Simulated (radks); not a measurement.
Problem. The mean radii <r> (bohr) of the occupied orbitals of an atom or ion are listed with their occupations. All-electron calculation, non-relativistic Kohn-Sham, LB94 model potential, spin-polarised, spherical densities, point nucleus. Program: a radial shooting solver on a logarithmic mesh with Libxc functionals.

orbital  occ.      <r>
1s down     1  0.01844
1s up       1  0.01844
2s down     1  0.07753
2s up       1  0.07753
2p down     3  0.06546
2p up       3  0.06546
3s up       1   0.1943
3s down     1   0.1941
3p up       3   0.1848
3p down     3   0.1846
3d up       5   0.1610
3d down     5   0.1608
4s up       1   0.4082
4s down     1   0.4090
4p up       3   0.4073
4p down     3   0.4081
4d up       5   0.4016
4d down     5   0.4025
4f up       6   0.3800

Name the element and its charge. Open shells, if any, are filled with parallel spins first.

Solution. Z = 82, lead, charge +30: Pb30+ in [Kr] 4d10 4f6. The 1s radius gives Z: for a bare nucleus <r> = 1.5/Z, 0.01829 bohr for Z = 82, and screening makes it slightly larger (0.01844 here). The occupations add up to 52, and the charge is Z minus that.
